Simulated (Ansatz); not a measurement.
Input for Ansatz (a first-principles code): U-CCSD(T)/cc-pVDZ on BrFSe (SMILES F[Se]Br), a point of a bond scan (R = 3.087 Å). The run froze 29 orbitals, filled d shells among them.

Ansatz 0.2 input:
```yaml
crystal:
  periodic: [false, false, false]
  atoms:
    - {symbol: Se, position_ang: [0.51016666, -0.43084229, 0.77837054]}
    - {symbol: F, position_ang: [2.19593536, -1.97587737, -1.29538914]}
    - {symbol: Br, position_ang: [-0.87448098, 0.75634609, -0.65156810]}
basis:
  gaussian:
    orbitals: cc-pVDZ
correlation: {method: ccsd_t, electrons: outside_noble_gas}
scf: {omitted_lower_state_checks: [cluster_reference]}
magnetization: {spin_polarized: true, initial_magnetization: 0}
```

Task: Give the final energy of this run.

Result: -5071.9584 hartree (reference determinant -5071.5687, T1 diagnostic 0.030). Its determinant has ⟨S²⟩ = 1.00, a mixture of spin states.

Task: How many basis functions does it have, and what does it roughly cost on one machine?

Result: 68 functions; about 60 core-seconds (a rough figure).
